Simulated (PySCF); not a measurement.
**KSi: energy against distance**

Set-up: PySCF, no relativity, basis sets K 6-31G(d,p), Si 6-31G(d,p). Energies in eV from K + Si in their ground configurations at the same level. All curves are PBE0. state 1: ⁴Σ⁻ (quartet), unpaired electrons σ ↑, π ↑↑; state 2: Ms = 0.5 determinant of mixed spin (⟨S²⟩ near 1.8), unpaired electrons σ ↓, π ↑↑, a second solution, started from another occupation; state 3: Ms = 0.5 determinant of mixed spin (⟨S²⟩ near 1.8), unpaired electrons σ ↑, π ↑↓, a mixture of terms (⟨Lz²⟩ = 2.0), a second solution, started from another occupation; state 4: ²Π (doublet), unpaired electrons π ↑, a second solution, started from another occupation.

| R (Å) | state 1 | state 2 | state 3 | state 4 |
| --- | --- | --- | --- | --- |
| 2.614 | -1.277 | -0.738 | -0.745 | 0.0534 |
| 2.735 | -1.460 | -0.924 | -0.930 | -0.2811 |
| 2.857 | -1.560 | -1.030 | -1.032 | -0.5054 |
| 2.948 | -1.595 | -1.070 | -1.069 | -0.6186 |
| 3.039 | -1.604 | -1.086 | -1.080 | -0.6953 |
| 3.130 | -1.593 | -1.083 | -1.072 | -0.7429 |
| 3.252 | -1.556 | -1.058 | -1.039 | -0.7710 |
| 3.404 | -1.484 | -1.005 | -0.974 | -0.7646 |
| 3.586 | -1.377 | -0.922 | -0.875 | -0.7170 |
| 3.829 | -1.218 | -0.800 | -0.728 | -0.6188 |

Put a parabola through the three lowest points of the state 1 curve and estimate Re, k and ωe (reduced mass 16.28 u; 1 eV/Å² = 0.16022 mdyn/Å; ωe = 1302.8·√(k/μ) cm⁻¹).

Through R = 2.948, 3.039, 3.13 Å the second-order coefficient is 1.21 eV/Å², so Re ≈ 3.034 Å, k ≈ 0.387 mdyn/Å and ωe ≈ 201 cm⁻¹. A polynomial fit of higher order to the unrounded PBE0 energies gives Re = 3.030 Å, k = 0.388 mdyn/Å, ωe = 201 cm⁻¹; anharmonicity and rounding make the difference.

The higher-order fit for each curve: state 1: Re = 3.030 Å, ωe = 201 cm⁻¹, De = 1.60 eV; state 2: Re = 3.068 Å, ωe = 185 cm⁻¹, minimum 1.09 eV below the ground-state fragments; state 3: Re = 3.043 Å, ωe = 196 cm⁻¹, minimum 1.08 eV below the ground-state fragments; state 4: Re = 3.301 Å, ωe = 173 cm⁻¹, minimum 0.77 eV below the ground-state fragments.

⟨S²⟩ of the unrestricted solution departs from its pure value on part of the curve, where spin states mix. The state was picked by a PBE0 search and need not be the measured ground state.
